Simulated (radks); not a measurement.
Values are calculated unless marked as measured or tabulated.
Task: Ionisation of the lutetium ion Lu3+, [Xe] 4f14, to [Xe] 4f13 as the strength of local exchange is varied. Code: a radial shooting solver on a logarithmic mesh with Libxc functionals. Model: Dirac Kohn-Sham, Slater X-alpha exchange (alpha = 2/3 is LDA exchange), no correlation, spin-unpolarised, spherical densities, point nucleus.

alpha  E(Lu3+) (hartree)  exchange (hartree)  IE (eV)  -e of the level emptied (eV)  <r> of it (bohr)
0.638        -14551.3058           -272.7730   44.068                33.113 (4f7/2)            0.7291
0.664        -14562.4266           -284.1255   44.967                33.926 (4f7/2)            0.7256
0.667        -14563.7104           -285.4366   45.071                34.021 (4f7/2)            0.7252
0.812        -14625.9055           -349.0961   50.259                38.750 (4f7/2)            0.7069
?            -14556.4373           -278.0103   44.482                33.487 (4f7/2)            0.7275

Which alpha was used in the last row?

Result: alpha = 0.65. NIST Atomic Spectra Database: 45.25 eV (semi-empirical). The Delta-SCF value meets it near alpha = 0.67. Spin polarisation and multiplet splitting are left out, so open shells lie too high by an amount that depends on their filling. Sharing an open shell by 2j + 1 raises it above the true ground level by a part of the spin-orbit splitting, which enters the differences from NIST.

Beside tabulated values, note that spin-unpolarised runs miss the spin-polarisation part of the exchange energy of open shells.
